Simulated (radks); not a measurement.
Results of a calculation; reference values are marked as such.
Problem. The table gives one normalised radial function P(r) = r R(r) of Ga19+ in [Ne] 3s2 (r in bohr). Level of theory: scalar-relativistic Kohn-Sham, BLYP, spin-polarised, spherical densities, finite nucleus; Fermi nuclear charge, rms radius 3.9973 fm (a radial shooting solver on a logarithmic mesh with Libxc functionals).

r,P
0.005477,0.2505
0.006127,0.2734
0.006853,0.2976
0.007665,0.3230
0.008505,0.3474
0.009513,0.3743
0.01064,0.4015
0.0119,0.4284
0.01331,0.4544
0.01489,0.4787
0.01652,0.4988
0.01848,0.5167
0.02067,0.5294
0.02312,0.5352
0.02586,0.5323
0.02869,0.5203
0.03209,0.4952
0.0359,0.4557
0.04015,0.3999
0.04491,0.3263
0.05023,0.2341
0.05574,0.1316
0.06234,0.0043
0.06973,-0.1379
0.07799,-0.2907
0.08724,-0.4472
0.09758,-0.5987
0.1083,-0.7252
0.1211,-0.8342
0.1355,-0.9014
0.1515,-0.9135
0.1695,-0.8587
0.188,-0.7412
0.2103,-0.5408
0.2352,-0.2693
0.2631,0.0589
0.2943,0.4201
0.3292,0.7828
0.3653,1.0894
0.4086,1.3534
0.457,1.5198
0.5111,1.5703
0.5717,1.5033
0.6395,1.3359
0.7096,1.1187
0.7936,0.8565
0.8877,0.6031
0.9929,0.3884
1.111,0.2273
1.242,0.1197
1.378,0.0593
1.542,0.0243
1.724,0.0086

Which n and l does it have? It may be an empty orbital.

Solution. n = 3, l = 0: the number of nodes gives n - l - 1 = 2, the rise at small r (about r^(l+1)) gives l, and the extent must fit the shell. The curve is that of 3s. 3s: eigenvalue -747.29 eV, 2 radial nodes at r = 0.0626, 0.258 bohr, <r> = 0.540 bohr, 90 % of the charge inside 0.783 bohr.
